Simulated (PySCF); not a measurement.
Spectrum to structure. The calculation used TDDFT CAM-B3LYP/def2-SVPD, vertical, gas phase, core orbitals frozen in the response in PySCF. Geometries: GFN2-xTB, one conformer each.

```json
{"state": "S1", "λ (nm)": "230.2", "f": "0.0014"}
{"state": "S2", "λ (nm)": "196.8", "f": "0.014"}
{"state": "S3", "λ (nm)": "185.0", "f": "0.019"}
{"state": "S4", "λ (nm)": "178.2", "f": "0.018"}
{"state": "S5", "λ (nm)": "169.4", "f": "0.021"}
{"state": "S6", "λ (nm)": "163.6", "f": "0.056"}
{"state": "S7", "λ (nm)": "162.8", "f": "0.0089"}
{"state": "S8", "λ (nm)": "160.5", "f": "0.0022"}
```

Question: Which candidate is it? All have the formula C4H8F2SSi.
A. `C[C@@]1(F)C[Si@@H](F)CS1`
B. `C[C@@](F)([SiH3])C(=S)CF`
C. `C[Si@@]1(F)C[C@@H](F)CS1`
D. `[Si@@H](C=C)(S)C(C)(F)F`

Answer: A. Its S1 lies at 5.39 eV; the nearest of the others has S1 at 5.76 eV. S1 is HOMO→LUMO (60%), HOMO→LUMO+2 (16%). Löwdin shares by element: HOMO sulfur 70%, carbon 16% or more; LUMO sulfur 30%, silicon 19%, carbon 10% or more, hydrogen 6% or more (atoms not listed hold the other 34%). At the same level the other candidates give, for their lowest levels:
- `C=C[Si@H](S)C(C)(F)F`: 198 nm (f 0.026); 195 nm (f 0.011); 187 nm (f 0.005); 174 nm (f 0.161); 173 nm (f 0.123); T1 4.29 eV; HOMO -8.95, LUMO 0.35 eV
- `C[C@@](F)([SiH3])C(=S)CF`: 508 nm (f 0.001); 253 nm (f 0.216); 212 nm (f 0.045); 194 nm (f 0.010); 192 nm (f 0.054); T1 1.99 eV; HOMO -8.20, LUMO -1.60 eV
- `C[Si@@]1(F)C[C@@H](F)CS1`: 215 nm (f 0.001); 187 nm (f 0.048); 174 nm (f 0.014); 168 nm (f 0.015); 166 nm (f 0.027); T1 5.29 eV; HOMO -8.59, LUMO 0.82 eV
Triplets come from the Tamm–Dancoff approximation.
